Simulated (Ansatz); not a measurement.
A run for Ansatz (an electronic-structure program): R-BLYP/def2-TZVPP on HIOSn (SMILES [OH][Sn][I]), a point of a torsion scan. Elements past Kr take the def2 small-core potentials; no spin–orbit coupling.

Ansatz 0.2 input:
```yaml
crystal:
  periodic: [false, false, false]
  atoms:
    - {symbol: O, position_ang: [-1.20137262, 0.01335830, 0.16595137]}
    - {symbol: Sn, position_ang: [0.35645701, 1.21642880, -0.15184698]}
    - {symbol: I, position_ang: [0.79469534, 0.91251118, -2.83763965]}
    - {symbol: H, position_ang: [-1.69412582, -0.76825646, -0.06588309]}
basis:
  gaussian:
    orbitals: def2-TZVPP
hamiltonian:
  xc: {name: BLYP}
scf: {lower_state_search: off}
```

The log:

```
WARN ansatz: RAYON_NUM_THREADS=1 ignored (pool sized by the plan → 1); use --threads N
Functional definition: BLYP
these checks for a lower state are left out or cut short: stability, starts, cluster_reference, orbital_swaps, neighbouring_geometries, increment
integrals: 0.06 GiB planned
965 factors; their error is unknown
mean field: 0.42 GiB planned
mean field evaluation 1: about -15986.6438 eV, gradient 7.5e1 eV
mean field evaluation 2: about -15814.4895 eV, gradient 2.1e2 eV
mean field evaluation 4: about -15993.7744 eV, gradient 2.9e1 eV
mean field evaluation 8: about -15996.1605 eV, gradient 3.2e-1 eV
mean field evaluation 16: about -15996.1507 eV, gradient 1.5e-4 eV
mean field -15996.15065264 eV, -587.8476939040 hartree, gradient 4.0e-6 eV, S^2 0.000000; 0 other end points of the search recorded, 0 dependent functions left out
reference -15996.15094575 eV, -587.8477046760 hartree; 28, 28 occupied and 117, 117 virtual orbitals, 965 factors
Total energy: -15996.15094575 eV, -587.8477046760 hartree
Checks for a lower state left out: stability, starts, cluster_reference, orbital_swaps, neighbouring_geometries, increment
```

The run converged.

Cost: about 1.6 core-seconds (a rough figure).
